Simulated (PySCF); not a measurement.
Deuteron quadrupole couplings in `C=C[B-](C=C)(C=C)C=C`

Species: C₈H₁₂B (charge -1).
Numbering: `[CH2:1]=[CH:2][B-:3]([CH:4]=[CH2:5])([CH:6]=[CH2:7])[CH:8]=[CH2:9]` (hydrogens: H10, H11 on C1; H12 on C2; H13 on C4; H14, H15 on C5; H16 on C6; H17, H18 on C7; H19 on C8; H20, H21 on C9)

Structure used (PBE0-D3(BJ)/def2-SVP), in Å, numbered top down from 1:
```
atom  x, y, z in Å
C1     1.471   -1.496   -1.924
C2     1.293   -0.992   -0.693
B3     0.100   -0.014   -0.161
C4     0.776    1.141    0.761
C5     0.518    2.457    0.767
C6    -0.889   -0.947    0.737
C7    -1.292   -0.763    2.002
C8    -0.696    0.638   -1.413
C9    -2.017    0.681   -1.638
H10    0.779   -1.251   -2.740
H11    2.299   -2.173   -2.181
H12    2.038   -1.306    0.061
H13    1.539    0.803    1.487
H14    1.022    3.166    1.439
H15   -0.232    2.884    0.088
H16   -1.275   -1.852    0.235
H17   -0.967    0.115    2.576
H18   -1.967   -1.458    2.522
H19   -0.068    1.129   -2.178
H20   -2.725    0.231   -0.929
H21   -2.459    1.168   -2.520
```

Level: PBE0/pcSseg-1 (PySCF, non-relativistic); Q(2H) = 0.00286 b; rigid geometry, the same for H and D, with no vibrational averaging.

Q: What are Vzz, η and χzz (234.96 MHz × Q × Vzz) at all hydrogens?

A: 
| atom | bonded to | bond length (Å) | Vzz (au) | η | χzz (kHz) |
| --- | --- | --- | --- | --- | --- |
| H10 | C1 | 1.098 | 0.3048 | 0.06 | 205 |
| H11 | C1 | 1.100 | 0.3066 | 0.07 | 206 |
| H12 | C2 | 1.106 | 0.2947 | 0.00 | 198 |
| H13 | C4 | 1.106 | 0.2948 | 0.01 | 198 |
| H14 | C5 | 1.100 | 0.3066 | 0.06 | 206 |
| H15 | C5 | 1.098 | 0.3037 | 0.06 | 204 |
| H16 | C6 | 1.104 | 0.2959 | 0.00 | 199 |
| H17 | C7 | 1.098 | 0.3040 | 0.06 | 204 |
| H18 | C7 | 1.100 | 0.3066 | 0.06 | 206 |
| H19 | C8 | 1.105 | 0.2958 | 0.00 | 199 |
| H20 | C9 | 1.098 | 0.3040 | 0.06 | 204 |
| H21 | C9 | 1.100 | 0.3065 | 0.06 | 206 |

Isolated species at its PBE0-D3(BJ)/def2-SVP geometry (one conformer only). The pcSseg-1 basis has no diffuse functions, a weakness for an anion. The basis is small and wasn't made for field gradients, so the couplings can be 20 % off.
